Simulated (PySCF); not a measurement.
# [Ce(H2O)8]3+: from a saddle point downhill

PySCF 2.14.0, RKS PBE, Ce lcecp-1-SVP with ECP47, O def2-SVP, H def2-SVP; non-relativistic Hamiltonian with scalar-relativistic core potentials where named; density fitting; no spin-orbit coupling. Relaxed within the symmetry of its start, the geometry (D4d) is

```xyz
25

Ce    0.0000    0.0000    0.0000
O     2.2178    0.0001    1.3041
H     2.4094    0.0001    2.2674
H     3.1081    0.0001    0.8899
O    -0.0001    2.2178    1.3041
H    -0.0001    2.4094    2.2674
H    -0.0001    3.1081    0.8899
O    -2.2178   -0.0001    1.3041
H    -2.4094   -0.0001    2.2674
H    -3.1081   -0.0001    0.8899
O     0.0001   -2.2178    1.3041
H     0.0001   -2.4094    2.2674
H     0.0001   -3.1081    0.8899
O     1.5682    1.5683   -1.3041
H     2.1977    2.1978   -0.8899
H     1.7036    1.7037   -2.2674
O    -1.5683    1.5682   -1.3041
H    -2.1978    2.1977   -0.8899
H    -1.7037    1.7036   -2.2674
O    -1.5682   -1.5683   -1.3041
H    -2.1977   -2.1978   -0.8899
H    -1.7036   -1.7037   -2.2674
O     1.5683   -1.5682   -1.3041
H     2.1978   -2.1977   -0.8899
H     1.7037   -1.7036   -2.2674
```

and its lowest harmonic modes are -308, -230, -230, -94, -24, -24 cm⁻¹ (negative: unstable). It was moved along the lowest mode and relaxed again, within the group S8 that the move left.

Where does it end, and how much lower?

In S8, 0.457 eV lower, after 21 steps:
```xyz
25

Ce    0.0000    0.0000    0.0006
O     2.1370    0.0002    1.4006
H     2.3300    0.5782    2.1711
H     2.9524   -0.5356    1.2876
O    -0.0002    2.1370    1.4006
H    -0.5782    2.3300    2.1711
H     0.5356    2.9524    1.2876
O    -2.1370   -0.0002    1.4006
H    -2.3300   -0.5782    2.1711
H    -2.9524    0.5356    1.2876
O     0.0002   -2.1370    1.4006
H     0.5782   -2.3300    2.1711
H    -0.5356   -2.9524    1.2876
O     1.5091    1.5115   -1.4008
H     2.4643    1.7102   -1.2875
H     1.2363    2.0566   -2.1711
O    -1.5115    1.5091   -1.4008
H    -1.7102    2.4643   -1.2875
H    -2.0566    1.2363   -2.1711
O    -1.5091   -1.5115   -1.4008
H    -2.4643   -1.7102   -1.2875
H    -1.2363   -2.0566   -2.1711
O     1.5115   -1.5091   -1.4008
H     1.7102   -2.4643   -1.2875
H     2.0566   -1.2363   -2.1711
```

How do the contacts change?


```
      contact  saddle (Å)  end (Å)
 Ce1–O2 (H2O)       2.573    2.555
 Ce1–O5 (H2O)       2.573    2.555
 Ce1–O8 (H2O)       2.573    2.555
Ce1–O11 (H2O)       2.573    2.555
Ce1–O14 (H2O)       2.573    2.555
Ce1–O17 (H2O)       2.573    2.555
Ce1–O20 (H2O)       2.573    2.555
Ce1–O23 (H2O)       2.573    2.555
```


Is the end a minimum?

Yes; lowest modes 32, 43, 66, 80, 80, 81 cm⁻¹.

An lcecp potential fixes the number of 4f electrons, so in runs with it no electron can move into or out of that shell.

State: singlet in the valence, with the 4f electrons in the core potential.
